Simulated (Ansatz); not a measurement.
Input for Ansatz (an electronic-structure program): R-wB97X-V/def2-TZVPP on H2O2Sn (SMILES [OH][Sn][OH]), a point of a torsion scan. Elements past Kr take the def2 small-core potentials; no spin–orbit coupling.

Ansatz 0.2 input:
```yaml
crystal:
  periodic: [false, false, false]
  atoms:
    - {symbol: O, position_ang: [1.27411361, -0.35021400, -0.51805010]}
    - {symbol: Sn, position_ang: [-0.38625610, 0.87041035, -0.49245083]}
    - {symbol: O, position_ang: [-1.32625671, -0.01667446, -2.06172131]}
    - {symbol: H, position_ang: [2.17893740, -0.18450803, -0.26651575]}
    - {symbol: H, position_ang: [-0.94700611, -0.75882379, -2.52959783]}
basis:
  gaussian:
    orbitals: def2-TZVPP
hamiltonian:
  xc: {name: wB97X-V}
scf: {lower_state_search: off}
```

Output:

```
WARN ansatz: RAYON_NUM_THREADS=1 ignored (pool sized by the plan → 1); use --threads N
Functional definition: wB97X-V
these checks for a lower state are left out or cut short: stability, starts, cluster_reference, orbital_swaps, neighbouring_geometries, increment
integrals: 0.07 GiB planned
852 factors; their error is unknown
integrals: 0.10 GiB planned
180 factors; integrals over basis functions are off by at most 2.4e-5 eV
mean field: 0.61 GiB planned
mean field evaluation 1: about -9949.2517 eV, gradient 7.6e1 eV
mean field evaluation 2: about -9936.5284 eV, gradient 1.1e2 eV
mean field evaluation 4: about -9959.3149 eV, gradient 1.7e0 eV
mean field evaluation 8: about -9959.3237 eV, gradient 6.9e-2 eV
mean field evaluation 16: about -9959.3834 eV, gradient 7.7e-5 eV
mean field -9959.38335187 eV, -366.0005874688 hartree, gradient 4.4e-6 eV, S^2 0.000000; 0 other end points of the search recorded, 0 dependent functions left out
reference -9959.38334996 eV, -366.0005873985 hartree; 20, 20 occupied and 120, 120 virtual orbitals, 852 factors
Total energy: -9959.38334996 eV, -366.0005873985 hartree
Checks for a lower state left out: stability, starts, cluster_reference, orbital_swaps, neighbouring_geometries, increment
```

The calculation finished and met its thresholds.

Cost: around 4 core-seconds (rough).
